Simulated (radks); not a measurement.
Values are calculated unless marked as measured or tabulated.
Problem. Ionisation of the arsenic ion As30+, [He] 2s1, to As31+, [He], under several functionals. Scalar-relativistic Kohn-Sham, spin-unpolarised, spherical densities, point nucleus; a radial shooting solver on a logarithmic mesh with Libxc functionals. Known Delta-SCF values: OLYP 3407.2 eV; AM05 3401.1 eV; exchange-only PBE 3408.1 eV. What does exchange-only B88 give, and what is its highest occupied eigenvalue?

Solution. 3406.6 eV by Delta-SCF; the 2s eigenvalue is -3351.8 eV. NIST: 3411.6 eV (theoretical).

Beside tabulated values, note that spin-unpolarised runs miss the spin-polarisation part of the exchange energy of open shells.
